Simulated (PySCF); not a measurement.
# Electron correlation in S²⁺ (sulfur, charge +2)

[Ne] 3s2 3p2, high-spin 3P determinant. Computed with PySCF 2.14 in cc-pVDZ-DK (4s3p1d, 18 functions), with the spin-free X2C one-electron Hamiltonian (Gaussian nucleus). Frozen: [Ne]; 4 electrons correlated.

MP2 pair energies summed by pair of shells (mhartree):

| pair | energy | share (%) |
| --- | --- | --- |
| 3s-3p | -31.87 | 60.8 |
| 3s-3s | -15.08 | 28.8 |
| 3p-3p | -5.45 | 10.4 |

Total MP2 correlation energy: -52.41 mhartree.

Same-spin part -8.27 and opposite-spin part -44.14 mhartree; SCS-MP2 scales them by 1/3 and 6/5 to -55.72 mhartree.

| level | correlation energy (mhartree) |
| --- | --- |
| CCSD | -73.80 |
| (T) | -0.82 |
| CCSD(T) | -74.62 |

Diagnostics: T1 = 0.0069, D1 = 0.0187, largest double amplitude 0.106.

Cost of the coupled-cluster step: 0.16 s of wall time on 1 thread of Neoverse-N1 (shared host), for 4 correlated electrons.
